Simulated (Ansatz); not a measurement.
input.yaml

```yaml
crystal:
  periodic: [false, false, false]
  atoms:
    - { symbol: Si, position_ang: [-0.138101, -0.060713, -0.1394] }
    - { symbol: F, position_ang: [-0.889798, -0.654216, 1.155797] }
    - { symbol: O, position_ang: [1.548218, 0.208962, 0.083668] }
    - { symbol: H, position_ang: [1.92361, -0.61748, -0.34353] }
    - { symbol: "N", position_ang: [-0.85771, 1.526519, -0.297681] }
    - { symbol: C, position_ang: [-2.356163, 1.701712, -0.472984] }
    - { symbol: H, position_ang: [-2.862768, 0.982779, 0.106318] }
    - { symbol: H, position_ang: [-2.664524, 2.677978, -0.056144] }
    - { symbol: H, position_ang: [-2.654283, 1.581451, -1.511175] }
    - { symbol: C, position_ang: [-0.18194, 2.630623, -0.975648] }
    - { symbol: H, position_ang: [-0.594856, 2.913857, -1.975296] }
    - { symbol: H, position_ang: [-0.223338, 3.503198, -0.26177] }
    - { symbol: H, position_ang: [0.946899, 2.408153, -1.049735] }
    - { symbol: Cl, position_ang: [0.010914, -1.358394, -1.885028] }
basis:
  gaussian: { orbitals: STO-3G }
hamiltonian:
  xc: r2scanh
  dispersion: d4
md:
  timestep: 0.25
  n_steps: 235
  ensemble: nvt_nose_hoover
  temperature: 300.0
  initial_velocities: maxwell_boltzmann
  seed: 719459
  nose_hoover: { tau: 300.0, chain_length: 1 }
```

Launched with:

```bash
$ ansatz run input.yaml --threads 1 --pin off --max-ram 2048MiB --backend cpu --events-out ev --progress --plain --runs-dir out
```

Hardware: 1 thread of Arm Neoverse V2, with other jobs on the host.

Roughly how long does this run take, and how much memory?

24 min, with a peak of 0.17 GiB, for 236 ionic steps.
